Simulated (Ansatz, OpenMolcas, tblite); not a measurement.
**CH5GaO (SMILES C[O][GaH2]): the HOMO–LUMO gap, rung by rung**

CH5GaO: 8 atoms, total charge 0, spin state singlet. SMILES: `C[O][GaH2]`. Geometry: relaxed at PBE0-D4/def2-TZVP.

```xyz
8

C    -0.6168    0.9726   -0.4229
O    -0.7053   -0.2735    0.2135
Ga    0.7032   -1.3020    0.5793
H    -1.2002    0.9620   -1.3506
H     0.4142    1.2562   -0.6766
H    -1.0306    1.7542    0.2243
H     2.0939   -0.7328    0.1429
H     0.3417   -2.6367    1.2901
```

Each level gives the HOMO–LUMO gap (eV). The values are calculated.

```
           level                    kind     program  value (eV)   CPU time
        GFN2-xTB          semi-empirical      tblite        5.02  under 2 s
      HF/cc-pVDZ            Hartree–Fock      Ansatz       13.06        3 s
   SVWN5/cc-pVDZ                     LDA  OpenMolcas        4.31       16 s
     PBE/cc-pVDZ                     GGA      Ansatz        4.39      6.3 s
    TPSS/cc-pVDZ                meta-GGA  OpenMolcas        4.66       33 s
   B3LYP/cc-pVDZ           global hybrid  OpenMolcas        6.08       22 s
   HSE06/cc-pVDZ  range-separated hybrid      Ansatz        5.82      8.3 s
PBE-QIDH/cc-pVDZ           double hybrid      Ansatz       10.53       11 s
```

All-electron rows without a relativistic Hamiltonian named are non-relativistic. The values span 4.31 to 13.06 eV. Orbital gaps aren't excitation energies, and those of double hybrids come from the SCF part alone; they tend to grow with the share of exact exchange. Times are those of the runs behind each value, whatever else they computed, on shared processors of several kinds: orders of magnitude only.
